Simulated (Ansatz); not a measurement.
Cost and result for the atomization energy of `N/C=[CH]/[SnH3]` (11 atoms, 10 bonds).

```xyz
11

N    -0.7780   -0.4886   -2.1365
C    -0.0533   -0.1762   -1.0114
C    -0.5262   -0.0486    0.2352
Sn    0.7487    0.3087    1.8658
H    -1.7784   -0.3932   -2.0745
H    -0.3937   -0.2075   -3.0216
H     1.0129   -0.0817   -1.2094
H    -1.5966   -0.1499    0.4031
H     0.3322    1.7552    2.6820
H     0.6907   -0.9619    3.0121
H     2.3417    0.4439    1.2552
```

The species carries charge 0 and has multiplicity 1. Correlated methods include outer-core shells of Sn, which these sets cover unevenly. Sn: def2 effective core potential. All single points use the PBE0-D4/def2-TZVP geometry. It is one conformer, not always the lowest. Program: Ansatz. All runs use 4 threads of an Arm Neoverse V2 on a shared host. Times are those of one run each, without the atoms' runs, and a repeat can differ threefold. Electronic energies, without spin–orbit coupling; frozen cores. CCSD(T)/CBS adds CCSD(T) − MP2 in def2-TZVPP to the MP2 limit, and its time is that of the two runs behind it. T1 = 0.013. With those shells the extrapolation isn't a true limit. B3LYP takes the VWN-RPA correlation (the form of Gaussian; ORCA's B3LYP/G).

CCSD(T)/CBS is a level of theory with its own doubt, some kJ/mol a heavy atom from the limit and from the frozen cores, so smaller differences don't rank the functionals.

| level | functions | wall time | atomization (kJ/mol) | difference from CCSD(T)/CBS | per bond |
| --- | --- | --- | --- | --- | --- |
| PBE-D4/def2-TZVPP (with forces) | 241 | 2.3 s | 3762.0 | 62.7 | 6.3 |
| PBE0-D4/def2-TZVPP | 241 | 2.5 s | 3695.6 | -3.7 | -0.4 |
| B3LYP-D4/def2-TZVPP (with forces) | 241 | 4 s | 3699.3 | 0.0 | 0.0 |
| r2SCAN-D4/def2-TZVPP (with forces) | 241 | 4.1 s | 3685.4 | -13.9 | -1.4 |
| B2PLYP/def2-TZVPP | 241 | 5 s | 3648.2 | -51.1 | -5.1 |
| ωB97X-V/def2-TZVPP | 241 | 7 s | 3710.9 | 11.6 | 1.2 |
| ωB97M-V/def2-TZVPP (with forces) | 241 | 10 s | 3700.0 | 0.7 | 0.1 |
| MP2/def2-QZVPP | 463 | 19 s | 3665.7 | -33.6 | -3.4 |
| CCSD(T)/def2-TZVPP | 241 | 2.8 min | 3601.8 | -97.5 | -9.8 |
| CCSD(T)/CBS(def2) | – | 3.1 min | 3699.3 | 0.0 | 0.0 |

The D4 term adds +32.6 kJ/mol with B3LYP and +17.1 kJ/mol with PBE0; it sums over pairs of atoms, weighted by their polarisabilities, and B3LYP, whose exchange is more repulsive, gets the larger term. In def2-TZVPP, CCSD(T) changes the Hartree–Fock value by +1006.8 kJ/mol (the triples alone add +58.8 kJ/mol) and MP2 by +1012.7 kJ/mol; breaking electron pairs costs correlation energy, which Hartree–Fock lacks. From PBE to PBE0 (25 % exact exchange), in def2-TZVPP and without D4, the atomization energy moves by −63.3 kJ/mol: exact exchange takes away binding that semilocal exchange gives to molecules.

Spin–orbit coupling would lower the free Sn atoms strongly, and the atomization energy with them, by more than many differences here. For some Ge, Se and Sn compounds the MP2-based and the directly extrapolated limit differ by 10 to 25 kJ/mol.
